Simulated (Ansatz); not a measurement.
B3LYP has the VWN-RPA correlation part, as in Gaussian. 

## C3H10GeO3, SMILES `[OH][Ge]([CH](C)C)([OH])[OH]` (charge 0, multiplicity 1)

Level of theory: B3LYP-D3(BJ)/def2-TZVP // B3LYP-D3(BJ)/def2-SVP (Ansatz, a program for electronic structure).

The HOMO is -7.76 eV, the dipole moment is 0.26 D and the LUMO is -0.19 eV. The HOMO–LUMO gap is 7.58 eV, the vertical ionisation energy (Delta-SCF) is 9.78 eV and the total energy comes out as -2423.3347 Ha.

```xyz
17

C     -0.7094     1.6015     0.7255
C     -0.7019     0.0792     0.5480
C     -1.8039    -0.4208    -0.3928
Ge     1.0382    -0.5026    -0.1074
O      1.1601    -2.2822    -0.1794
O      1.3264     0.1135    -1.7592
O      2.3742     0.0910     0.9170
H      0.0786     1.9331     1.4193
H     -1.6801     1.9431     1.1232
H     -0.5468     2.1105    -0.2386
H     -0.8155    -0.4051     1.5335
H     -2.7993    -0.1294    -0.0167
H     -1.6884     0.0105    -1.4005
H     -1.7848    -1.5174    -0.4905
H      1.4343    -2.5723    -1.0604
H      2.1693     0.5843    -1.8119
H      2.9489    -0.6370     1.1909
```
